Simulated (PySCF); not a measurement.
Compound: VN (triplet state).
Z-matrix (Å and degrees, PBE0-D3(BJ)/def2-SVP geometry), rows numbered from 1:
```
N 
V   1  1.5394
```

Theory: PySCF 2.14.0, PBE0-D3(BJ)/def2-SVP geometry optimisation, gas phase.

Take the most abundant isotopes and a rigid rotor. 

What are the moment of inertia and the rotational constant?

I = 26.029 u·Å², B = 505379 MHz·u·Å²/I = 19416 MHz (0.6476 cm⁻¹, or 0.932 K as hB/k). For two atoms I = μr² with μ = 10.9839 u and r = 1.5394 Å.

If the electronic state has orbital angular momentum about the axis (Π, Δ; not determined here), the simple ladder of levels BJ(J+1) doesn't apply.

No frequency check. ⟨S²⟩ = 2.138 (exact for a triplet: 2.00). These are rigid-rotor constants of the computed structure; measured ground-state constants (B0) also hold zero-point vibration.

***

Compound: CH3O3S (charge -1).
SMILES: `CS(=O)(=O)[O-]`

Structure optimised with GFN2-xTB, isolated species.

Take the most abundant isotopes and a rigid rotor. 

(1) Give the principal moments of inertia and the rotational constants in GHz.

(2) What kind of rotor is it?

## Answers

(1) Ia = 99.47, Ib = 109.94, Ic = 109.98 u·Å²; 505379 MHz·u·Å²/I gives 5081, 4597 and 4595 MHz, that is A = 5.0809, B = 4.5967, C = 4.5953 GHz.

(2) A prolate symmetric top, as the point group C3v requires two equal moments; the computed ones differ by 0.03 % because the geometry is symmetric only within the optimiser's tolerance. Ray's parameter κ = (2B − A − C)/(A − C) = -0.994; −1 is the prolate and +1 the oblate limit.

Whether it is a minimum is left open (no frequencies). Constants of a rigid frame at the computed geometry: no zero-point averaging, no centrifugal distortion.
